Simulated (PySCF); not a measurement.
## TDDFT excited states: [C6H10NOSi]+

C6H10NOSi (charge +1).
SMILES: `[NH3+]c1ccc(O[SiH3])cc1`

Level of theory: TDDFT CAM-B3LYP/def2-SVPD, vertical, gas phase, core orbitals frozen in the response (PySCF). Geometry: PBE0-D3(BJ)/def2-SVP, one conformer, isolated ion. Torsions of this conformer, `[NH3+:1][c:2]1[cH:3][cH:4][c:5]([O:6][SiH3:7])[cH:8][cH:9]1`: C4–C5–O6–Si7 1°.

Q: What does the calculation give for the low-lying excited states?

A: 

```
state  E (eV)  ν̃ (cm⁻¹)       f  |μ| (D)   main configurations (H = HOMO, L = LUMO)
   S1    5.09      41070   0.020     1.03     H→L+1 (72%), H-1→L+2 (14%), H→L+2 (8%)
   S2    5.63      45450   0.159     2.73      H→L+2 (60%), H→L (18%), H-1→L+1 (11%)
   S3    5.65      45560   0.029     1.16                     H→L (78%), H→L+2 (13%)
   S4    6.57      52970  0.0003     0.11                                H-1→L (98%)
   S5    6.72      54190   0.324     3.57  H-1→L+2 (43%), H-1→L+1 (32%), H→L+1 (11%)
   S6    6.83      55070   0.626     4.92               H-1→L+1 (48%), H-1→L+2 (35%)
```

The lowest singlet comes at 243 nm (491 kJ/mol) in the ultraviolet; it is weak; its leading configuration is HOMO→LUMO+1 (72%). The most intense listed level is S6 at 6.83 eV (182 nm, f = 0.626), 1.74 eV above S1. It is the last of those listed, so stronger ones may follow. Löwdin shares by element: HOMO carbon 44% or more, oxygen 23% (atoms not listed hold the other 33%); LUMO hydrogen 54% or more, nitrogen 22% (atoms not listed hold the other 24%). Weighted by f, the mean energy of these states is 6.57 eV. Orbital energies (eV): HOMO-3 -14.03, HOMO-2 -13.71, HOMO-1 -12.91, HOMO -11.86, LUMO -3.85, LUMO+1 -3.59, LUMO+2 -3.40. The oscillator strengths of these states sum to 1.159; summed over the whole spectrum of an exact calculation they would give the number of electrons, 74 (Thomas–Reiche–Kuhn). Singlets were solved by full linear response.
